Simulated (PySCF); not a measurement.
Species: C₂H₁₀AlN.
Geometry (PBE0-D3(BJ)/def2-SVP, Å), atoms numbered from 1 in this order:
```
atom  x, y, z in Å
C1     1.642    0.733   -0.171
C2     1.045   -0.656   -0.402
Al3   -0.618   -1.049    0.614
N4    -1.840    0.502   -0.028
H5     0.961    1.543   -0.493
H6     2.587    0.901   -0.719
H7     1.856    0.912    0.896
H8     0.873   -0.822   -1.483
H9     1.791   -1.423   -0.122
H10   -0.609   -0.702    2.188
H11   -1.515   -2.298    0.134
H12   -2.749    0.474    0.437
H13   -1.420    1.410    0.176
H14   -2.010    0.460   -1.034
```

Computed, not measured: PySCF, PBE0-D3(BJ)/def2-SVP geometry optimisation, gas phase.

Which atoms are bound to Al3, and at what distances?

4 atoms: H11 1.611 Å, H10 1.612 Å, C2 1.988 Å, N4 2.076 Å. The nearest atom not counted as bound is H9, at 2.55 Å.

List the angles at Al3.

```tsv
angle	degrees	distance of the outer atoms (Å)
C2–Al3–H11	117.8	3.09
H10–Al3–H11	117.5	2.75
C2–Al3–H10	116.9	3.07
C2–Al3–N4	100.8	3.13
N4–Al3–H11	99.1	2.82
N4–Al3–H10	98.3	2.81
```

What is the shape at Al3?

Distorted tetrahedral: angles from 98.3° to 117.8°; τ4 = (360° − α − β)/141° = 0.88 with α and β the two widest (0 for a square, 1 for a tetrahedron).

What are the other bond lengths?

C1–C2 1.529 Å; C1–H5, C1–H6, C1–H7 1.105 Å; C2–H8, C2–H9 1.107 Å; N4–H12, N4–H13, N4–H14 1.021 Å.

Give some angles away from the centre.

C1–C2–Al3 115.4°.

What are the rotational constants (commonest isotopes, rigid rotor)?

A = 7152, B = 3317, C = 2587 MHz: an asymmetric top.

Point group: C1 (no symmetry element, even within 0.4 Å). Charge 0, singlet. Whether it is a minimum is left open (no frequencies).

One conformer stands for the species.
